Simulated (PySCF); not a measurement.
**Ionisation energy of O⁺ by level of theory**

O⁺ [He] 2s2 2p3 (4S) → O²⁺ [He] 2s2 2p2 (3P), as a difference of total energies. Calculation: PySCF 2.14, in aug-cc-pVTZ (5s4p3d2f, 46 functions); the non-relativistic Hamiltonian (point nucleus). Correlated levels: valence: 1s2 frozen. The calculations carry no spin-orbit coupling.

| method | ionisation energy (eV) | plus first-order spin-orbit estimate | error of that sum (eV) |
| --- | --- | --- | --- |
| UHF | 34.566 | 34.539 | -0.582 |
| MP2 (valence) | 35.197 | 35.170 | +0.049 |
| SCS-MP2 (valence) | 34.941 | 34.914 | -0.207 |
| CCSD (valence) | 35.017 | 34.990 | -0.131 |
| CCSD(T) (valence) | 35.027 | 35.000 | -0.121 |

Reference: 35.121 eV (measured; NIST Atomic Spectra Database, ionization energies).

A first-order spin-orbit estimate (lowest level to lowest level, LS coupling) adds -0.027 eV.

Errors of the correlated levels include the incompleteness of this basis and the frozen core.
